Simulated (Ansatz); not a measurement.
This triplet is an excited state, 0.93 eV above the relaxed singlet at the level frozen-core CCSD(T)/cc-pVTZ // PBE0-D3(BJ)/def2-TZVP (Ansatz, a quantum-chemistry and plane-wave program).

Species: CH₄AlN, SMILES `N[C][AlH2]` (excited triplet) (charge 0, multiplicity 3).

Question: Give a relaxed geometry from PBE0-D3(BJ)/def2-TZVP run with Ansatz.

Answer: One answer among several that fit: the end point of this relaxation, one of several conformers (outside a Z-matrix the atoms follow the SMILES, hydrogens last).
Cartesian coordinates (Å) in one orientation:
```xyz
7

N     -1.604     0.152    -0.191
C     -0.294     0.040    -0.035
Al     1.553    -0.101     0.201
H     -2.010     0.388    -1.085
H     -2.249    -0.161     0.518
H      2.503     0.287    -1.009
H      2.101    -0.605     1.601
```
